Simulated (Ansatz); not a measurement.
Consider the formal exchange of groups at a P–Te bond: `NP[TeH]` + `[F][ZnH]` → `N[PH][Zn][F]` + H₂Te.

Program: Ansatz. Geometries: PBE0-D4/def2-TZVP. ΔE: electronic, gas phase. CBS: MP2 limit from def2 TZ/QZ plus the TZ coupled-cluster correction, frozen cores. Functionals use def2-TZVPP. Elements past krypton have def2 core potentials. For Te, Zn outer-core shells are correlated without core-valence functions, which leaves a few kJ/mol of doubt a bond. Scalar relativity is left out up to krypton. One conformer a species, not always the lowest.

| level | ΔE (kJ/mol) |
| --- | --- |
| r2SCAN-D4 | 21.3 |
| B97M-V | 19.1 |
| PBE0-D4 | 20.5 |
| r2SCAN0-D4 | 21.2 |
| BHLYP-D4 | 21.6 |
| RPA@PBE/def2-TZVPP | 22.1 |
| SCS-MP2/def2-TZVPP | 24.5 |
| CCSD(T)/def2-TZVPP | 20.2 |

Question: What does CCSD(T)/CBS give? (Estimate.)

Answer: Computed: +18.9 kJ/mol. The listed levels differ from it by 2.4, 0.2, 1.6, 2.3, 2.7, 3.2, 5.6, 1.3 kJ/mol.

Largest T1 diagnostic among the species: 0.018.

Leaving LDA and LC-ωPBE aside and taking each functional with its dispersion term where it has one, the values, not all of them listed here, spread over 6.1 kJ/mol, from ωB97X-V to revPBE-D4. In def2-TZVPP, CCSD(T) changes the Hartree–Fock value by +4.0 kJ/mol (the triples alone add +2.4 kJ/mol) and MP2 by +10.1 kJ/mol.
